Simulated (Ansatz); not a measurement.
Job for Ansatz (a program for electronic structure): U-r2SCAN/def2-TZVPP on hydrogen telluride (SMILES [TeH2]), a point of a bond scan (R = 2.492 Å). Elements past Kr take the def2 small-core potentials; no spin–orbit coupling.

Ansatz 0.2 input:
```yaml
crystal:
  periodic: [false, false, false]
  atoms:
    - {symbol: Te, position_ang: [0.00005303, 0.04331076, 0.00164716]}
    - {symbol: H, position_ang: [-1.77065527, -1.70883027, -0.05926595]}
    - {symbol: H, position_ang: [1.17766186, -1.12737630, -0.04669061]}
basis:
  gaussian:
    orbitals: def2-TZVPP
hamiltonian:
  xc: {name: r2SCAN}
magnetization: {spin_polarized: true, initial_magnetization: 0}
```

Q: What total energy does the run end on?

A: -269.2370 hartree. Its determinant has ⟨S²⟩ = 0.24, a mixture of spin states.
